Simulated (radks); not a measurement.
Trend from La+ to Lu+: ionisation energy by Delta-SCF between NIST ground configurations, and size. All-electron calculation, scalar-relativistic Kohn-Sham, BLYP, spin-unpolarised, spherical densities, finite nucleus; Fermi nuclear charge, rms radius of each element as measured or else 0.836 A^(1/3) + 0.57 fm. Program: a radial shooting solver on a logarithmic mesh with Libxc functionals.

| species | configuration | IE (eV) | NIST (eV) | kind | -e(HOMO) (eV) |
|---|---|---|---|---|---|
| La+ | [Xe] 5d2 | 10.743 | 11.185 | exp. | 7.104 (5d) |
| Ce+ | [Xe] 4f1 5d2 | 9.559 | 10.96 | semi-emp. | 7.151 (5d) |
| Pr+ | [Xe] 4f3 6s1 | 10.727 | 10.63 | semi-emp. | 6.849 (4f) |
| Nd+ | [Xe] 4f4 6s1 | 10.893 | 10.78 | semi-emp. | 7.467 (4f) |
| Pm+ | [Xe] 4f5 6s1 | 11.052 | 10.94 | semi-emp. | 7.972 (4f) |
| Sm+ | [Xe] 4f6 6s1 | 11.206 | 11.08 | semi-emp. | 8.385 (4f) |
| Eu+ | [Xe] 4f7 6s1 | 11.357 | 11.24 | semi-emp. | 8.565 (6s) |
| Gd+ | [Xe] 4f7 5d1 6s1 | 12.202 | 12.08 | semi-emp. | 8.317 (5d) |
| Tb+ | [Xe] 4f9 6s1 | 11.655 | 11.51 | semi-emp. | 8.785 (6s) |
| Dy+ | [Xe] 4f10 6s1 | 11.802 | 11.65 | semi-emp. | 8.895 (6s) |
| Ho+ | [Xe] 4f11 6s1 | 11.950 | 11.78 | semi-emp. | 9.005 (6s) |
| Er+ | [Xe] 4f12 6s1 | 12.098 | 11.92 | semi-emp. | 9.116 (6s) |
| Tm+ | [Xe] 4f13 6s1 | 12.247 | 12.07 | semi-emp. | 9.228 (6s) |
| Yb+ | [Xe] 4f14 6s1 | 12.396 | 12.179 | exp. | 9.340 (6s) |
| Lu+ | [Xe] 4f14 6s2 | 14.290 | 14.13 | semi-emp. | 10.983 (6s) |

Reference values: NIST Atomic Spectra Database (exp. = measured, semi-emp. = semi-empirical, theory = theoretical value adopted there). Spin polarisation and multiplet splitting are left out, so open shells lie too high by an amount that depends on their filling. Spin-orbit splitting is averaged out at the scalar-relativistic level.

Beside tabulated values, note that spin-unpolarised runs miss the spin-polarisation part of the exchange energy of open shells.
